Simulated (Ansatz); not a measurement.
The same path of CH6Ge + H (9 atoms, charge 0, multiplicity 2) was run twice with different band settings. Lost on the way: Ge1–H2. Made: H2–H9.

Level of theory: UKS PBE0-D4/def2-SVP (Ansatz).

Relaxed end points:

```xyz
9
Properties=species:S:1:pos:R:3
Ge 0.026 0.005 -0.195
H -0.143 -0.228 1.319
H 1.530 0.141 -0.504
C -0.929 1.616 -0.748
H -2.000 1.525 -0.517
H -0.532 2.496 -0.222
H -0.817 1.777 -1.830
H -0.518 -1.224 -0.949
H -0.104 -0.068 4.191
```

```xyz
9
Properties=species:S:1:pos:R:3
Ge 0.038 -0.023 -0.459
H -0.095 -0.193 2.943
H 1.552 0.138 -0.747
C -0.938 1.631 -0.845
H -2.006 1.512 -0.609
H -0.533 2.463 -0.251
H -0.838 1.879 -1.915
H -0.527 -1.213 -1.274
H -0.137 -0.153 3.703
```

Common settings: movable images 5; climbing image yes; spring 5.0 eV/Å²; optimiser quadratic models (default); force threshold 0.05 eV/Å; iteration limit 60; end points relaxed.

| run | start path |
| --- | --- |
| 1 | through a guess of the saddle point |
| 2 | straight line |

What does each run give, and how far can it be trusted?

Run 1: converged after 7 iterations, highest image 0.041 eV above the first end. A vibrational analysis at the climbing image gives one clearly imaginary mode, 427i cm⁻¹: a first-order saddle point.
Run 2: converged after 18 iterations, highest image 0.041 eV above the first end. Another band between the same ends (5 images) ends at a top of the same energy, where a vibrational analysis finds 1 clearly imaginary mode.
